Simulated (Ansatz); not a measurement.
ScCl3⁺. The state is a doublet with charge 1. Geometry r2SCAN-D4/def2-SVP, that of the neutral singlet; atoms count from 1.

| atom | x (Å) | y (Å) | z (Å) |
| --- | --- | --- | --- |
| Sc1 | -0.001 | -0.003 | 0.002 |
| Cl2 | -2.222 | -0.110 | 0.451 |
| Cl3 | 0.762 | -0.517 | -2.071 |
| Cl4 | 1.460 | 0.630 | 1.619 |

The structure comes from a short search, and lower isomers may exist.

(1) Estimate the Mulliken populations from the PBE0/def2-TZVP orbitals of Ansatz.

(2) Where does the spin sit?

(3) And the Mayer bond orders between heavy atoms (over 0.3)?

Results:

(1) 
```json
{"atom": "Sc1", "charge (e)": "1.25", "spin (α − β)": "-0.14", "d electrons": "1.22"}
{"atom": "Cl2", "charge (e)": "-0.09", "spin (α − β)": "0.38", "d electrons": "–"}
{"atom": "Cl3", "charge (e)": "-0.08", "spin (α − β)": "0.38", "d electrons": "–"}
{"atom": "Cl4", "charge (e)": "-0.09", "spin (α − β)": "0.38", "d electrons": "–"}
```
Mulliken values depend strongly on the basis.

(2) Summed by element: Sc -0.14, Cl 1.14, of 1 unpaired in all. Largest on single atoms: Cl3 0.38, Cl4 0.38, Cl2 0.38.

(3) Sc1–Cl2 1.01 (2.27 Å); Sc1–Cl3 1.01 (2.27 Å); Sc1–Cl4 1.01 (2.27 Å).
